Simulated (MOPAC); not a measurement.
MOPAC input (PM6):

```
PM6 PRECISE GNORM=0.05 LET XYZ CHARGE=-1 GEO-OK AUX(PRECISION=9) THREADS=1
C3H3O

C     1.89810304 1   -0.00695638 1   -0.13375735 1
C     0.71704237 1   -0.18849680 1    0.06093693 1
C    -0.77587317 1   -0.34474074 1    0.26312233 1
O    -1.51511058 1    0.61783038 1   -0.26041654 1
H     2.92521377 1    0.18217212 1   -0.32181517 1
H    -0.86507089 1   -0.48866269 1    1.38731378 1
H    -0.97489164 1   -1.39498896 1   -0.12397777 1
```

From the output:

```
                                                       MOPAC v23.2.5 Linux

          FINAL HEAT OF FORMATION =          9.65009 KCAL/MOL =      40.37596 KJ/MOL

          COSMO AREA              =         95.89 SQUARE ANGSTROMS
          COSMO VOLUME            =         77.35 CUBIC ANGSTROMS

          GRADIENT NORM           =          0.03105          =       0.01174 PER ATOM
          IONIZATION POTENTIAL    =          2.923440 EV
          HOMO LUMO ENERGIES (EV) =         -2.923  6.569
          NO. OF FILLED LEVELS    =         11
          MOLECULAR WEIGHT        =         55.0561         POINT GROUP:  Cs

          MOLECULAR DIMENSIONS (Angstroms)

            Atom       Atom       Distance
            H     5    O     4     4.41426
            O     4    H     6     1.91256
            H     7    O     4     1.59011

          SCF CALCULATIONS        =         33

   ATOM   CHEMICAL          X               Y               Z
  NUMBER   SYMBOL      (ANGSTROMS)     (ANGSTROMS)     (ANGSTROMS)

     1       C          1.89386481  *  -0.00700072  *  -0.13344976  *
     2       C          0.71027803  *  -0.16215118  *   0.04561502  *
     3       C         -0.75749729  *  -0.36078265  *   0.27140942  *
     4       O         -1.50143365  *   0.60004083  *  -0.25069228  *
     5       H          2.88965128  *   0.15110595  *  -0.30063835  *
     6       H         -0.88608917  *  -0.44584214  *   1.38494574  *
     7       H         -0.99825599  *  -1.37128204  *  -0.15830716  *

                             CARTESIAN COORDINATES

   1    C        1.893864810    -0.007000718    -0.133449764
   2    C        0.710278030    -0.162151181     0.045615020
   3    C       -0.757497293    -0.360782655     0.271409421
   4    O       -1.501433650     0.600040831    -0.250692285
   5    H        2.889651281     0.151105947    -0.300638353
   6    H       -0.886089168    -0.445842142     1.384945740
   7    H       -0.998255994    -1.371282043    -0.158307157

           Empirical Formula: C3 H3 O  =     7 atoms

      MOLECULAR POINT GROUP   :   Cs

                  EIGENVALUES
 -22.55462 -21.02514 -17.29765 -13.55691  -9.92372  -9.90473  -8.04101  -6.24387
  -6.16502  -3.34581  -2.92344   6.56932   6.58436   9.18911  10.74929  10.84013
  10.91055  11.20809  12.04475

              NET ATOMIC CHARGES AND DIPOLE CONTRIBUTIONS

  ATOM NO.   TYPE          CHARGE      No. of ELECS.   s-Pop       p-Pop
    1          C          -0.496311        4.4963     1.13806     3.35825
    2          C           0.011881        3.9881     1.22121     2.76691
    3          C           0.230634        3.7694     1.04237     2.72699
    4          O          -0.958982        6.9590     1.88583     5.07315
    5          H           0.165714        0.8343     0.83429
    6          H           0.023532        0.9765     0.97647
    7          H           0.023532        0.9765     0.97647
 DIPOLE           X         Y         Z       TOTAL
 POINT-CHG.     3.617    -3.105     1.599     5.029
 HYBRID         0.542     0.202    -0.161     0.601
 SUM            4.160    -2.903     1.439     5.273

          ATOMIC ORBITAL ELECTRON POPULATIONS

     Atom    s        px        py        pz
    1  C   1.13806   1.05344   1.15006   1.15475
    2  C   1.22121   1.01934   0.87424   0.87333
    3  C   1.04237   0.80661   0.93474   0.98564
    4  O   1.88583   1.66104   1.57782   1.83429
    5  H   0.83429
    6  H   0.97647
    7  H   0.97647

 **********************
 *                    *
 * JOB ENDED NORMALLY *
 *                    *
 **********************

 == MOPAC DONE ==
```

The dipole moment of an ion depends on the origin.

The geometry given is a B3LYP-D3(BJ)/def2-TZVP minimum.
